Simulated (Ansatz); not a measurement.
Q: Name a neutral molecule of Al, Br with HOMO–LUMO gap (B3LYP/def2-TZVPP) between 6.30 and 6.60 eV and HOMO–LUMO gap (ωB97M-V/def2-TZVPP) between 10.95 and 11.25 eV (Ansatz, PBE0-D4/def2-TZVP geometry).

A: `[Br][Al]([Br])[Br]` (6.56 eV, 11.01 eV). Other molecules can fit too; these were computed, each in one conformer that needn't be the lowest.

B3LYP here is the variant with VWN-RPA as its local correlation; programs differ in this.
